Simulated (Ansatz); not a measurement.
Consider the isomerisation: `COB[SiH3]` → `CB[SiH2]O`.

Computed with Ansatz on PBE0-D4/def2-TZVP structures; ΔE is electronic, products minus reactants. CBS: MP2 limit from def2 TZ/QZ plus the TZ coupled-cluster correction, frozen cores. Functionals use def2-TZVPP. HSE06 is defined as in plane-wave codes. One conformer a species, not always the lowest.

Is it downhill or uphill in electronic energy at CCSD(T)/CBS, and by how much? (An estimate is asked.)

The calculation gave: Downhill: ΔE = -0.37 eV.

What do these levels give: HSE06-D4, BHLYP-D4, ωB97X-V, B2PLYP, PBE-QIDH, BLYP, BHLYP, HF/def2-TZVPP, CCSD/def2-TZVPP, HF/def2-QZVPP, SCS-MP2/def2-QZVPP, CCSD/CBS(def2)? (Best estimate.)

Ansatz gave: HSE06-D4 -0.32, BHLYP-D4 -0.34, ωB97X-V -0.30, B2PLYP -0.30, PBE-QIDH -0.37, BLYP -0.21, BHLYP -0.32, HF/def2-TZVPP -0.33, CCSD/def2-TZVPP -0.33, HF/def2-QZVPP -0.34, SCS-MP2/def2-QZVPP -0.38, CCSD/CBS(def2) -0.39 eV.

Largest T1 diagnostic among the species: 0.014.

At CCSD(T), def2-SVP lies +0.48 eV from the extrapolated value and def2-TZVPP +0.07 eV. From BLYP to BHLYP (50 % exact exchange), in def2-TZVPP and without D4, ΔE moves by −0.11 eV.
